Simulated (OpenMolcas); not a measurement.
**W4+: effect of the basis set**

```json
{
 "Program": "OpenMolcas",
 "Method": "SS-CASPT2, IPEA 0.25 Eh, imaginary shift 0.1 Eh (closed shells correlated: 5s 5p)",
 "Active space": "2 electrons in 5 orbitals (5d)",
 "State averaging": "2S+1 = 3 even, 10 roots; 2S+1 = 1 even, 15 roots",
 "Spin-orbit coupling": "state interaction with AMFI integrals over the reference wave functions, term energies averaged over their components"
}
```

A. ANO-R1 [7s5p4d2f], X2C, finite nucleus; CASPT2 step about 2.6 core-seconds
B. ANO-RCC-VDZP [7s6p4d2f1g], DKH2, point nucleus; CASPT2 step roughly 3 core-seconds
C. ANO-R2 [8s6p5d3f2g], X2C, finite nucleus; CASPT2 step about 5 core-seconds
D. ANO-RCC-VTZP [8s7p5d3f2g1h], DKH2, point nucleus; CASPT2 step about 7 core-seconds
E. ANO-R3 [9s7p6d4f3g2h], X2C, finite nucleus; CASPT2 step roughly 18 core-seconds
F. ANO-RCC-VQZP [9s8p6d4f3g2h], DKH2, point nucleus; CASPT2 step of the order of 23 core-seconds

Energies in cm⁻¹ above 5d² ³F₂, the measured ground level; measured values from the list in J. Phys. B 45, 065001 (2012).

```tsv
Level	A	B	C	D	E	F	Measured
5d² ³F₂	0.0	0.0	0.0	0.0	0.0	0.0	0.0
5d² ³F₃	6420	7450	6850	6440	6440	6390	
5d² ³F₄	11880	13540	12430	11860	11760	11720	
5d² ³P₀	13460	13660	13360	13580	13330	13470	12839
5d² ¹D₂ [53 %]	14170	15400	14160	14100	13720	13840	
5d² ³P₁	17110	18050	17340	17260	17000	17120	16331
5d² ³P₂ [62 %]	23460	25700	23920	23490	23110	23210	22615
5d² ¹G₄	23790	25450	23510	23400	22720	22940	22346
5d² ¹S₀	44880	47060	44290	44510	43760	43840	43110
```

Deviations, from unrounded energies. A percentage is the sum of absolute deviations over the sum of measured energies, with the sign that they share, or ± where signs differ.

```csv
Against measurement,Levels,A,B,C,D,E,F
mean absolute deviation (cm-1),5,1100,2500,1000,1000,530,670
other terms of the ground configuration (%),5,+4.7,+10.8,+4.4,+4.3,+2.3,+2.8
```

E lies closest to measurement on these levels and B furthest from it. The largest miss of E in the table is 5d² ³P₁, by +670 cm-1. The ranking rests on the paired levels alone, and a cruder setting can come out closer through cancelling errors.

The two smallest mean deviations differ by little beside CASPT2's spread within terms, so their order carries little weight.

Among A to F the level of the table that moves most is 5d² ¹S₀, by 3300 cm-1 (lowest in E, highest in B). Moves below CASPT2's spread within the term are not significant.

CASPT2 does not keep the components of a term degenerate, so their means are used; among the terms shown or strongly mixed into the levels shown the widest spread is 610 cm-1 (5d² ¹G, F). The basis is small and was not contracted for so high a charge (holds for A; B). Measured partners are found by configuration, term and J. A level has none where our copy of the source lacks it or the pairing is in doubt (some pairs that miss far off the trend of their configuration count as doubtful), and it then counts in no deviation. Only configurations of the active space appear.

A share in square brackets marks a mixed level and gives the weight of the term that names it, the lowest over the columns.
